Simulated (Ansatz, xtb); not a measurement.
# Two isomers of C4H4BClS

Structure X is `Bc1cc(Cl)cs1`, a singlet and structure Y is `Bc1sccc1Cl`, a singlet. Both are isolated molecules in the gas phase, relaxed with B3LYP-D3(BJ)/def2-SVP; the shapes shown needn't be the lowest conformers.

X (Å):

```xyz
11

C     0.7259   -1.4705   -0.5078
C    -0.1449   -0.7200    0.2779
C    -0.3791   -1.2909    1.5511
C     0.3060   -2.4765    1.7507
B     1.2184   -1.1911   -1.9195
Cl   -1.4192   -0.5806    2.7450
S     1.2392   -2.8937    0.3771
H     0.8358   -0.1976   -2.4863
H     1.9798   -1.9478   -2.4686
H    -0.5977    0.2127   -0.0591
H     0.2850   -3.0960    2.6458
```

Y (Å):

```xyz
11

C     1.0208   -1.0930    0.0796
C    -1.3968   -1.1723   -0.6052
C    -1.0945   -2.1471    0.3228
C     0.2701   -2.0946    0.7026
B     2.4858   -0.7147    0.2127
Cl    0.9272   -3.2044    1.8564
S    -0.0376   -0.2097   -1.0056
H     3.2000   -1.3291    0.9610
H     2.9294    0.2020   -0.4332
H    -2.3671   -0.9870   -1.0656
H    -1.8065   -2.8699    0.7194
```

Quicker runs give these differences E(Y) − E(X): GFN2-xTB −2.55 kJ/mol; HF/STO-3G +0.81 kJ/mol (at GFN2-xTB geometries); r2SCAN-D4/def2-SVP −4.88 kJ/mol (at GFN2-xTB geometries).

Q: Which of the two would you expect CCSD(T)/def2-SVP + ΔMP2/def2-TZVPP electronic energies to favour?

A: Too close to call at this level: CCSD(T)/def2-SVP + ΔMP2/def2-TZVPP gives E(Y) − E(X) = −2.11 kJ/mol.

The same difference at several levels:

| level | geometry | E(Y) − E(X) (kJ/mol) | departure from the last row (kJ/mol) | job, with rough time for the two |
| --- | --- | --- | --- | --- |
| GFN2-xTB | GFN2-xTB | −2.55 | −0.43 | optimisation, 0.12 s |
| HF/STO-3G | GFN2-xTB | +0.81 | +2.92 | single point, 0.44 s |
| r2SCAN-D4/def2-SVP | GFN2-xTB | −4.88 | −2.77 | single point, 4.8 s |
| B3LYP-D3(BJ)/def2-SVP | B3LYP-D3(BJ)/def2-SVP | −4.31 | −2.20 | optimisation, 32 s |
| HF/def2-SVP | B3LYP-D3(BJ)/def2-SVP | −1.06 | +1.05 | part of the CCSD(T) run |
| MP2/def2-SVP | B3LYP-D3(BJ)/def2-SVP | −4.76 | −2.65 | part of the CCSD(T) run |
| CCSD(T)/def2-SVP | B3LYP-D3(BJ)/def2-SVP | −4.01 | −1.89 | single point |
| CCSD(T)/def2-SVP + ΔMP2/def2-TZVPP | B3LYP-D3(BJ)/def2-SVP | −2.11 |  | single point, 55 s |

As drawn, both hold the same kinds of bond in the same numbers.

The largest departure from CCSD(T)/def2-SVP + ΔMP2/def2-TZVPP is that of HF/STO-3G, 2.92 kJ/mol. The last row adds to CCSD(T) the change of the MP2 difference between the two basis sets, here +1.89 kJ/mol.

With thermal terms from frequencies at re-optimised GFN2-xTB minima (ideal gas, soft modes damped towards free rotors, one conformer each, 298.15 K, 1 atm): the zero-point term adds +0.30 kJ/mol; ΔH is −1.92 and ΔG −1.60 kJ/mol.

The correlated steps freeze 15 core orbitals. Programs: Ansatz 0.2.0, xtb 6.7.1; the last row on 2 threads of Arm Neoverse V2 on a shared host.
